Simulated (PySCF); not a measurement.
The dipole of `CC[C@](C)(C#N)C=O` from its density and from atomic charges.

Coordinates (GFN2-xTB, Å) and charges (e) from the PBE0/pcSseg-1 density (PySCF):

```json
{"atom": "C1", "x": "1.794", "y": "-0.591", "z": "-0.275", "Mulliken": "-0.2544", "IAO": "-0.4231", "Hirshfeld": "-0.1127", "ESP-fitted": "-0.2746"}
{"atom": "C2", "x": "0.337", "y": "-0.933", "z": "-0.563", "Mulliken": "-0.1587", "IAO": "-0.2425", "Hirshfeld": "-0.0551", "ESP-fitted": "-0.0278"}
{"atom": "C3", "x": "-0.640", "y": "0.137", "z": "-0.028", "Mulliken": "-0.6829", "IAO": "-0.0479", "Hirshfeld": "+0.0280", "ESP-fitted": "+0.3791"}
{"atom": "C4", "x": "-0.593", "y": "0.300", "z": "1.494", "Mulliken": "-0.1138", "IAO": "-0.4118", "Hirshfeld": "-0.1125", "ESP-fitted": "-0.4200"}
{"atom": "C5", "x": "-1.982", "y": "-0.251", "z": "-0.415", "Mulliken": "+0.2212", "IAO": "+0.1349", "Hirshfeld": "+0.0867", "ESP-fitted": "+0.1161"}
{"atom": "N6", "x": "-3.040", "y": "-0.569", "z": "-0.710", "Mulliken": "-0.2305", "IAO": "-0.2387", "Hirshfeld": "-0.2205", "ESP-fitted": "-0.4046"}
{"atom": "C7", "x": "-0.364", "y": "1.460", "z": "-0.730", "Mulliken": "+0.3874", "IAO": "+0.2723", "Hirshfeld": "+0.1471", "ESP-fitted": "+0.4323"}
{"atom": "O8", "x": "-0.183", "y": "2.504", "z": "-0.178", "Mulliken": "-0.3161", "IAO": "-0.3580", "Hirshfeld": "-0.1909", "ESP-fitted": "-0.4447"}
{"atom": "H9", "x": "2.048", "y": "0.390", "z": "-0.672", "Mulliken": "+0.1221", "IAO": "+0.1413", "Hirshfeld": "+0.0414", "ESP-fitted": "+0.0680"}
{"atom": "H10", "x": "2.442", "y": "-1.329", "z": "-0.741", "Mulliken": "+0.1314", "IAO": "+0.1548", "Hirshfeld": "+0.0515", "ESP-fitted": "+0.0972"}
{"atom": "H11", "x": "1.995", "y": "-0.594", "z": "0.794", "Mulliken": "+0.1241", "IAO": "+0.1453", "Hirshfeld": "+0.0458", "ESP-fitted": "+0.0759"}
{"atom": "H12", "x": "0.086", "y": "-1.893", "z": "-0.107", "Mulliken": "+0.1421", "IAO": "+0.1513", "Hirshfeld": "+0.0501", "ESP-fitted": "+0.0460"}
{"atom": "H13", "x": "0.191", "y": "-1.029", "z": "-1.642", "Mulliken": "+0.1334", "IAO": "+0.1434", "Hirshfeld": "+0.0443", "ESP-fitted": "+0.0143"}
{"atom": "H14", "x": "-0.687", "y": "-0.667", "z": "1.984", "Mulliken": "+0.1287", "IAO": "+0.1509", "Hirshfeld": "+0.0497", "ESP-fitted": "+0.1176"}
{"atom": "H15", "x": "0.344", "y": "0.767", "z": "1.786", "Mulliken": "+0.1346", "IAO": "+0.1563", "Hirshfeld": "+0.0471", "ESP-fitted": "+0.1078"}
{"atom": "H16", "x": "-1.406", "y": "0.943", "z": "1.826", "Mulliken": "+0.1409", "IAO": "+0.1648", "Hirshfeld": "+0.0505", "ESP-fitted": "+0.1326"}
{"atom": "H17", "x": "-0.347", "y": "1.368", "z": "-1.833", "Mulliken": "+0.0904", "IAO": "+0.1066", "Hirshfeld": "+0.0497", "ESP-fitted": "-0.0154"}
```

Q: What dipole does each set of charges give (1 e·Å = 4.803 D), and what does the density give?

A: The full density gives (3.52, -1.47, 0.33) D, 3.83 D in size; dipole vectors point from the negative to the positive end.

| scheme | μx | μy | μz | size (D) | share of the full size (%) | angle to the full dipole (°) |
| --- | --- | --- | --- | --- | --- | --- |
| Mulliken | 3.64 | -1.50 | 0.60 | 3.99 | 104 | 4 |
| IAO | 2.58 | -1.93 | -0.22 | 3.23 | 84 | 17 |
| Hirshfeld | 2.48 | -0.83 | 0.08 | 2.62 | 68 | 5 |
| ESP-fitted | 3.55 | -1.48 | 0.32 | 3.86 | 101 | 0 |

Q: Which set comes closest?

A: Length of the difference vector: ESP-fitted 0.03 D, Mulliken 0.30 D, IAO 1.18 D, Hirshfeld 1.24 D. Closest: ESP-fitted. The schemes that divide the density aren't constrained to reproduce the dipole.

Q: What is left for the Hirshfeld atoms' own dipoles?

A: The shares of the density sum to the whole, so what Σ q r misses lies in dipoles about the nuclei. The atomic dipoles sum to (3.52, -1.47, 0.33) − (2.48, -0.83, 0.08) = (1.04, -0.64, 0.25) D, 1.24 D in size.

Q: With the origin at the mean of the coordinates, (0.000, 0.001, -0.001) Å, which are the largest single terms, by size, of the IAO dipole along the direction of the full one?

A: C1 -3.77, N6 +3.02, H10 +2.00, O8 +1.97, H11 +1.49 D; all 17 atoms together +3.10 D. The single terms depend on the origin, their sum doesn't.

Q: Give the size of the full dipole in other units.

A: 3.83 D = 1.505 au = 0.796 e·Å = 12.76 × 10⁻³⁰ C·m.

One conformer (not necessarily the lowest) at the GFN2-xTB geometry, without solvent, vibrations or thermal averaging.

Conformer computed: `[CH3:1][CH2:2][C@:3]([CH3:4])([C:5]#[N:6])[CH:7]=[O:8]`: C1–C2–C3–C4 -62°, C2–C3–C7–O8 -129°.
